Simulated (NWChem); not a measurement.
Everything below was run with NWChem. System: C4H7, charge 1, spin multiplicity 1, at the geometry of a parent with another charge or spin, in a state set for the comparison that need not be this species' ground state. Level: RHF/def2-TZVP.

Job file:

```
start mol
memory heap 200 mb stack 900 mb global 1100 mb
charge 1
geometry units angstroms nocenter noautoz
  C     -1.390253    -0.599872     0.000000
  C     -0.179418    -0.050603     0.000000
  C      0.028445     1.448560     0.000000
  C      1.082867    -0.897113     0.000000
  H     -1.816748    -1.612494     0.000000
  H     -0.932182     1.996602     0.000000
  H      0.613433     1.763320     0.891455
  H      0.613433     1.763320    -0.891455
  H      0.862988    -1.981748     0.000000
  H      1.704613    -0.667417    -0.892718
  H      1.704613    -0.667417     0.892718
  symmetry group Cs
end
basis spherical
  * library def2-tzvp
end
scf
  rhf
  nopen 0
  maxiter 100
  thresh 1e-7
  semidirect memsize 60000000 filesize 0
end
task scf energy
```

Part of the output:

```
             Northwest Computational Chemistry Package (NWChem) 7.3.0
             --------------------------------------------------------

                                NWChem Input Module
                                -------------------

 Scaling coordinates for geometry "geometry" by  1.889725989
 (inverse scale =  0.529177249)

 Turning off AUTOSYM since
 SYMMETRY directive was detected!

                             Geometry "geometry" -> ""
                             -------------------------

 Output coordinates in angstroms (scale by  1.889725989 to convert to a.u.)

  No.       Tag          Charge          X              Y              Z
 ---- ---------------- ---------- -------------- -------------- --------------
    1 C                    6.0000    -1.39025300    -0.59987200     0.00000000
    2 C                    6.0000    -0.17941800    -0.05060300     0.00000000
    3 C                    6.0000     0.02844500     1.44856000     0.00000000
    4 C                    6.0000     1.08286700    -0.89711300     0.00000000
    5 H                    1.0000    -1.81674800    -1.61249400     0.00000000
    6 H                    1.0000    -0.93218200     1.99660200     0.00000000
    7 H                    1.0000     0.61343300     1.76332000     0.89145500
    8 H                    1.0000     0.61343300     1.76332000    -0.89145500
    9 H                    1.0000     0.86298800    -1.98174800     0.00000000
   10 H                    1.0000     1.70461300    -0.66741700    -0.89271800
   11 H                    1.0000     1.70461300    -0.66741700     0.89271800

 Effective nuclear repulsion energy (a.u.)     110.9530390547

            Nuclear Dipole moment (a.u.)
            ----------------------------
        X                 Y               Z
 ---------------- ---------------- ----------------
    -0.0000075589    -0.0000037795     0.0000000000

      Symmetry information
      --------------------

 Group name             Cs
 Group number              2
 Group order               2
 No. of unique centers     9

      Symmetry unique atoms
[...]
              MO Center= -1.4D+00, -4.1D-01, -7.8D-15, r^2= 2.0D+00
   Bfn.  Coefficient  Atom+Function         Bfn.  Coefficient  Atom+Function
  ----- ------------  ---------------      ----- ------------  ---------------
    12      0.368207   1 C  px                9      0.268187   1 C  px
     6      0.240632   1 C  px               13     -0.223589   1 C  py
     7     -0.221536   1 C  py               10     -0.218485   1 C  py
   127      0.176153   5 H  s                36     -0.157117   2 C  s

 Vector   17  Occ=0.000000D+00  E=-8.462570D-02  Symmetry=a"
              MO Center= -4.7D-01, -1.9D-01,  2.0D-12, r^2= 3.3D+00
   Bfn.  Coefficient  Atom+Function         Bfn.  Coefficient  Atom+Function
  ----- ------------  ---------------      ----- ------------  ---------------
    45      0.771216   2 C  pz               14     -0.658138   1 C  pz
    39      0.316209   2 C  pz               42      0.315182   2 C  pz
   139     -0.270451   7 H  s               145      0.270451   8 H  s
   157      0.265247  10 H  s               163     -0.265247  11 H  s
     8     -0.232826   1 C  pz               11     -0.206927   1 C  pz

 Vector   18  Occ=0.000000D+00  E=-2.999270D-02  Symmetry=a'
              MO Center=  3.2D-01, -3.1D-01, -2.0D-13, r^2= 8.9D+00
   Bfn.  Coefficient  Atom+Function         Bfn.  Coefficient  Atom+Function
  ----- ------------  ---------------      ----- ------------  ---------------
    98      4.440249   4 C  s                67      2.641282   3 C  s
   151     -1.349313   9 H  s               127     -1.329165   5 H  s
   157     -1.311896  10 H  s               163     -1.311896  11 H  s
    36     -1.182134   2 C  s               139     -1.119208   7 H  s
   145     -1.119208   8 H  s                43     -0.984070   2 C  px

 center of mass
 --------------
 x =  -0.09365906 y =  -0.02023498 z =   0.00000000

 moments of inertia (a.u.)
 ------------------
         214.798376803680           6.554415697751           0.000000000000
           6.554415697751         186.773489748640           0.000000000000
           0.000000000000           0.000000000000         378.658603667526

  Mulliken analysis of the total density
  --------------------------------------

    Atom       Charge   Shell Charges
 -----------   ------   -------------------------------------------------------
    1 C    6     5.85   0.86  1.12  0.56  0.63  0.10  1.08  1.14  0.29  0.01  0.05  0.01
    2 C    6     5.95   0.86  1.12  0.51  0.62  0.05  1.18  1.32  0.14  0.02  0.13  0.01
    3 C    6     6.31   0.85  1.12  0.47  0.69  0.11  1.24  1.41  0.34  0.02  0.05  0.00
    4 C    6     6.29   0.85  1.12  0.47  0.69  0.10  1.23  1.40  0.33  0.02  0.05  0.00
    5 H    1     0.68   0.23  0.40  0.03  0.03
    6 H    1     0.84   0.26  0.49  0.07  0.02
    7 H    1     0.81   0.25  0.47  0.07  0.02
    8 H    1     0.81   0.25  0.47  0.07  0.02
    9 H    1     0.84   0.26  0.48  0.07  0.02
   10 H    1     0.81   0.25  0.46  0.07  0.02
   11 H    1     0.81   0.25  0.46  0.07  0.02

       Multipole analysis of the density wrt the origin
       ------------------------------------------------

     L   x y z        total         open         nuclear
     -   - - -        -----         ----         -------
     0   0 0 0      1.000000      0.000000     31.000000

     1   1 0 0     -0.769490      0.000000     -0.000008
     1   0 1 0     -0.524715      0.000000     -0.000004
     1   0 0 1     -0.000000      0.000000      0.000000

     2   2 0 0     -9.631541      0.000000    108.234394
     2   1 1 0      1.804184      0.000000     -4.560695
     2   1 0 1      0.000000      0.000000      0.000000
     2   0 2 0    -11.447915      0.000000    132.903003
     2   0 1 1      0.000000      0.000000      0.000000
     2   0 0 2    -18.154665      0.000000     11.367679

 Task  times  cpu:       31.3s     wall:       31.3s

 Total times  cpu:       31.3s     wall:       31.3s
```
